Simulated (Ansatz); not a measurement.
Problem. Predict a relaxed structure of the cluster Rb2Cl2, charge 0, singlet, at B3LYP-D4/def2-TZVP (Ansatz).

Solution. 
```xyz
4

Rb   -1.984    0.828   -0.110
Rb    1.984   -0.827    0.109
Cl    0.701    1.811    0.994
Cl   -0.701   -1.812   -0.993
```
Point group D2h (tolerance 0.1 Å). This is one stationary point.

In the def2 sets Rb takes a core potential; there is no spin–orbit coupling. The structure comes from a short search, and lower isomers may exist.
